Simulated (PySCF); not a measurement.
F5V, charge -1, doublet, geometry from GFN2-xTB (such geometries of metal compounds can be far from the true shape) (the multiplicity is a formal guess). Base run: DF-B3LYP/def2-TZVP (PySCF).

Input for PySCF:
```python
from pyscf import gto, scf, dft

mol = gto.Mole()
mol.atom = '''
    V    -0.044001    0.016631    0.057167
    F     1.150695   -0.707214    1.225068
    F    -1.273355    0.753575   -1.065708
    F     0.308927    1.530622    0.649151
    F     1.021446   -0.386073   -1.327064
    F    -1.095265   -1.233412    0.372460
'''
mol.basis = 'def2-tzvp'
mol.charge = -1
mol.spin = 1
mol.verbose = 4
mol.build()

mf = dft.UKS(mol)
mf.xc = 'b3lyp'
mf = mf.density_fit(auxbasis='def2-universal-jkfit')
mf.kernel()
mf.analyze()
```

Variants of this job, named by their change:

```csv
change,basis functions,E (Eh),HOMO (eV),core-seconds (rough)
base,200,-1443.79915,-1.85,20
basis = STO-3G,43,-1426.30876,7.96,5
basis = pcseg-0,69,-1440.17538,-0.74,10
basis = 3-21G,72,-1436.24956,-0.45,6
basis = 6-31G,72,-1443.39032,-1.49,7
basis = def2-SVP,101,-1443.01855,-1.22,10
basis = 6-31G*,104,-1443.44497,-1.02,10
basis = 6-31G**,104,-1443.44497,-1.02,9
basis = def2-SVPD,149,-1443.10354,-2.20,10
basis = aug-pcseg-1,…,…,…,20
basis = aug-cc-pVDZ,…,…,…,20
basis = pcseg-2,206,-1443.81896,-1.88,30
basis = def2-TZVPD,…,…,…,30
```

Fill in the missing entries.


- basis = aug-pcseg-1, basis functions: 162
- basis = aug-pcseg-1, E (Eh): -1443.40019
- basis = aug-pcseg-1, HOMO (eV): -2.10
- basis = aug-cc-pVDZ, basis functions: 174
- basis = aug-cc-pVDZ, E (Eh): -1443.66795
- basis = aug-cc-pVDZ, HOMO (eV): -1.99
- basis = def2-TZVPD, basis functions: 248
- basis = def2-TZVPD, E (Eh): -1443.80676
- basis = def2-TZVPD, HOMO (eV): -1.97

Totals compare only among sets that treat the same electrons; sets with core potentials leave the core out.

Open shells are given as the SCF converged; they aren't shown to be the lowest states, and a large step between rows can be another state.
